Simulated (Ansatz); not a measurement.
V₂O₇H₄. Total charge 0; singlet. Geometry PBE-D4/def2-SVP, basis def2-TZVP, Ansatz.

Cartesian coordinates in Å:
```
V -0.7342 -1.6167 -0.3944
V 0.3854 1.7415 0.4638
O -1.5956 -0.2425 0.4120
O 0.3612 -1.1142 -1.4015
O -1.2420 1.0410 0.0848
O 0.7778 2.4811 -1.0590
O 0.7377 0.1593 1.3153
O -0.2042 -2.9254 0.6392
O 1.8438 1.0666 1.1690
H 0.8827 2.1333 -1.9659
H -0.0566 2.8746 1.5334
H -1.8439 -2.2767 -1.3965
H 0.6880 -3.3218 0.6000
```

| run | HOMO (eV) | LUMO (eV) |
| --- | --- | --- |
| A | -6.84 | -4.38 |
| B | -6.97 | -4.40 |
| C | -6.52 | -4.32 |
| D | -8.06 | -3.53 |

The structure holds 2 bonds between oxygen atoms, so isomers without such links may lie far lower. No other spin state of charge 0 was run. Another isomer (singlet) lies 4.39 eV lower at PBE0-D4/def2-TZVP; other spin states weren't run for this one.

Task: The runs used B97M-V, PBE, PBE0, r2SCAN. Estimate which is which.

Result: A r2SCAN (0 % exact exchange); B B97M-V (0 % exact exchange); C PBE (0 % exact exchange); D PBE0 (25 % exact exchange). Exact exchange lowers occupied and raises empty levels; among semilocal functionals meta-GGAs tend to open the gap a little, and such runs are hard to tell apart. The gap grows from 2.20 eV (PBE) to 4.54 eV (PBE0). The restricted singlet is unstable towards broken spin symmetry in Hartree–Fock (as tested in another run); at r2SCAN-D4/def2-TZVP, B97M-V/def2-TZVP, PBE-D4/def2-TZVP, PBE0-D4/def2-TZVP this wasn't settled.
